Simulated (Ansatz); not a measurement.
Ansatz (an electronic-structure program) input (r2SCAN/def2-TZVPD):

Ansatz 0.2 input:
```yaml
crystal:
  periodic: [false, false, false]
  atoms:
    - {symbol: C, position_ang: [2.30457836, -0.00039907, 0.68077579]}
    - {symbol: C, position_ang: [1.17178385, 0.01360531, 0.02880527]}
    - {symbol: C, position_ang: [0.43715751, -1.25916524, -0.36033251]}
    - {symbol: C, position_ang: [-0.99775438, -1.24575671, 0.18268626]}
    - {symbol: C, position_ang: [-1.74374187, 0.02128759, -0.23688354]}
    - {symbol: C, position_ang: [-0.98778193, 1.28130548, 0.18591604]}
    - {symbol: C, position_ang: [0.44808728, 1.28425016, -0.35602467]}
    - {symbol: H, position_ang: [2.98970253, -0.73796228, 1.06938706]}
    - {symbol: H, position_ang: [0.97819948, -2.13755229, -0.00745561]}
    - {symbol: H, position_ang: [0.40449001, -1.31486769, -1.45522586]}
    - {symbol: H, position_ang: [-0.96348724, -1.30211286, 1.27523597]}
    - {symbol: H, position_ang: [-1.53057828, -2.13455373, -0.16483587]}
    - {symbol: H, position_ang: [-1.86628654, 0.02289238, -1.32604102]}
    - {symbol: H, position_ang: [-2.74940233, 0.02394623, 0.19037118]}
    - {symbol: H, position_ang: [-0.95368836, 1.33482311, 1.27864478]}
    - {symbol: H, position_ang: [-1.51391488, 2.17450420, -0.15963709]}
    - {symbol: H, position_ang: [0.41253718, 1.34573272, -1.45063296]}
    - {symbol: H, position_ang: [0.99845543, 2.15438489, 0.00053377]}
basis:
  gaussian:
    orbitals: def2-TZVPD
hamiltonian:
  xc: {name: r2SCAN}
magnetization: {spin_polarized: true, initial_magnetization: 1}
output: {forces: true}
```

End of the output:

```
Atom 4 at    -1.743742     0.021288    -0.236884 Å, force     0.121567    -0.000350     0.041868 eV/Å
Atom 5 at    -0.987782     1.281305     0.185916 Å, force     0.028718    -0.105313    -0.051582 eV/Å
Atom 6 at     0.448087     1.284250    -0.356025 Å, force    -0.033460    -0.108416     0.059117 eV/Å
Atom 7 at     2.989703    -0.737962     1.069387 Å, force     0.029865    -0.034208     0.015553 eV/Å
Atom 8 at     0.978199    -2.137552    -0.007456 Å, force     0.043851    -0.052858     0.027447 eV/Å
Atom 9 at     0.404490    -1.314868    -1.455226 Å, force    -0.013379     0.009518    -0.077806 eV/Å
Atom 10 at    -0.963487    -1.302113     1.275236 Å, force     0.007115     0.006172     0.071457 eV/Å
Atom 11 at    -1.530578    -2.134554    -0.164836 Å, force    -0.028873    -0.051910    -0.022041 eV/Å
Atom 12 at    -1.866287     0.022892    -1.326041 Å, force     0.002812    -0.000159    -0.072317 eV/Å
Atom 13 at    -2.749402     0.023946     0.190371 Å, force    -0.056492     0.000239     0.025677 eV/Å
Atom 14 at    -0.953688     1.334823     1.278645 Å, force     0.007352    -0.006203     0.070502 eV/Å
Atom 15 at    -1.513915     2.174504    -0.159637 Å, force    -0.027532     0.052153    -0.022153 eV/Å
Atom 16 at     0.412537     1.345733    -1.450633 Å, force    -0.012919    -0.009447    -0.075863 eV/Å
Atom 17 at     0.998455     2.154385     0.000534 Å, force     0.041767     0.054097     0.026774 eV/Å
Dipole moment:    -0.218328    -0.116776    -0.079965 e Å
```

It need not be the lowest isomer of its formula.
